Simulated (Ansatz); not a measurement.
BH$_{3}$O$_{2}$SSi from Hartree–Fock to CCSD(T)

```tsv
atom	x (Å)	y (Å)	z (Å)
S1	2.5110	-0.0958	0.3204
B2	0.7391	-0.1022	0.0293
O3	-0.2282	0.7267	0.6028
Si4	-1.3069	-0.1481	-0.3410
O5	0.0700	-0.9661	-0.8387
H6	2.4534	0.9160	1.2014
H7	-1.9719	0.6385	-1.4005
H8	-2.2665	-0.9691	0.4264
```

The species carries charge 0 and has multiplicity 1. Geometry: relaxed with PBE0-D4/def2-TZVP. It is one conformer, not always the lowest. Frozen core, restricted reference, Ansatz. CBS rows extrapolate triple and quadruple zeta; past MP2 they add the triple-zeta difference.

```tsv
basis	HF (Eh)	MP2 corr.	CCSD corr.	(T)	CCSD(T) total
def2-SVP	-862.44679	?	-0.69931	?	?
def2-TZVPP	-862.91495	-0.84636	-0.87746	?	?
def2-QZVPP	-862.94388	-0.91500	–	–	–
CBS(def2)	?	-0.96585	-0.99695	as TZ	?
```

Task: Fill in the withheld values. (Estimate.)

Result: Computed: def2-SVP MP2 corr.: -0.66375; def2-SVP (T): -0.01985; def2-SVP CCSD(T) total: -863.16595; def2-TZVPP (T): -0.03664; def2-TZVPP CCSD(T) total: -863.82905; CBS(def2) HF (Eh): -862.94787; CBS(def2) CCSD(T) total: -863.98146.
